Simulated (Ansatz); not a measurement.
The same path of a periodic cell of 17 atoms, GaSi₁₆ (host Si, host structure diamond, interstitial Ga) was run twice with different band settings. Lost on the way: Si15–Ga17. Made: Si4–Ga17.

Level of theory: DFT PBE-D3(BJ), scalar-relativistic, plane waves, PAW (Ansatz). Settings: PAW set soft_1, cutoff 420 eV, k mesh 2x2x2, gaussian smearing 0.05 eV, spin collinear.

Relaxed end points:

```xyz
17
Lattice="0.0000 5.4300 5.4300 5.4300 0.0000 5.4300 5.4300 5.4300 0.0000" Properties=species:S:1:pos:R:3
Si -0.013 -0.013 0.013
Si 1.359 1.358 1.326
Si 2.730 2.730 0.013
Si 4.074 4.073 1.357
Si 2.767 -0.050 2.664
Si 4.105 1.358 4.072
Si 5.417 2.730 2.700
Si 6.789 4.042 4.071
Si -0.048 2.765 2.665
Si 1.359 4.104 4.072
Si 2.730 5.417 2.700
Si 4.043 6.788 4.072
Si 2.767 2.766 5.480
Si 4.076 4.073 6.787
Si 5.383 5.382 5.478
Si 6.789 6.789 6.818
Ga 6.791 6.788 4.072
```

```xyz
17
Lattice="0.0000 5.4300 5.4300 5.4300 0.0000 5.4300 5.4300 5.4300 0.0000" Properties=species:S:1:pos:R:3
Si 0.000 0.001 -0.001
Si 1.308 1.308 1.308
Si 2.716 2.714 -0.031
Si 4.123 4.123 1.307
Si 2.718 -0.031 2.712
Si 4.121 1.309 4.121
Si 5.461 2.712 2.712
Si 6.778 4.082 4.081
Si -0.031 2.717 2.713
Si 1.308 4.122 4.122
Si 2.713 5.461 2.713
Si 4.086 6.774 4.083
Si 2.715 2.715 5.462
Si 4.090 4.089 6.769
Si 5.433 5.428 5.420
Si 6.771 6.770 6.769
Ga 8.144 8.146 2.714
```

Common settings: climbing image yes; force threshold 0.05 eV/Å; end points relaxed.

| run | movable images | spring | optimiser | start path | iteration limit |
| --- | --- | --- | --- | --- | --- |
| 1 | 5 | 5.0 eV/Å² | quadratic models (default) | straight line | 30 |
| 2 | 3 | 0.05 eV/Å² | fire | default | 50 |

(1) What does each run give, and how far can it be trusted?

## Answers

(1) Run 1: converged after 5 iterations, highest image 0.732 eV above the first end. By the program's own check the climbing image is a first-order saddle point (lowest curvatures found: -4.06 and 0.44 eV/Å²).
Run 2: converged after 24 iterations, highest image 0.732 eV above the first end. The order of the stationary point at the top wasn't checked.
Limits of this set-up: coarse k mesh, a small cell, in which the defect meets its images.
